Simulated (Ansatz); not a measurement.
Consider the redistribution: `[OH][SnH]([OH])[Br]` + `C[SiH2][SiH2]Cl` → `[CH3][SnH]([OH])[Br]` + `O[SiH2][SiH2]Cl`.

Calculated with Ansatz (gas phase, PBE0-D4/def2-TZVP geometries, no zero-point term in ΔE). CBS: MP2 limit from def2 TZ/QZ plus the TZ coupled-cluster correction, frozen cores. This one scheme is used for every species. Functionals use def2-TZVPP. Elements past krypton have def2 core potentials. For Br, Sn outer-core shells are correlated without core-valence functions, which leaves a few kJ/mol of doubt a bond. Scalar relativity is left out up to krypton. Each species was taken in one conformer, which may not be the lowest.

CCSD(T)/CBS gives -0.51 eV.

Task: Another level gave -0.42 eV. Which?
A. BHLYP/def2-TZVPP
B. r2SCAN0/def2-TZVPP
C. LC-ωPBE/def2-TZVPP
D. PBE/def2-TZVPP

Result: D. PBE -0.42, LC-ωPBE -0.46, r2SCAN0 -0.51, BHLYP -0.56 eV.

Largest T1 diagnostic among the species: 0.012.

From PBE to PBE0 (25 % exact exchange), in def2-TZVPP and without D4, ΔE moves by −0.06 eV. At CCSD(T), def2-SVP lies +0.13 eV from the extrapolated value and def2-TZVPP −0.01 eV. In def2-TZVPP, CCSD(T) changes the Hartree–Fock value by +0.07 eV (the triples alone add +0.02 eV) and MP2 by +0.04 eV.
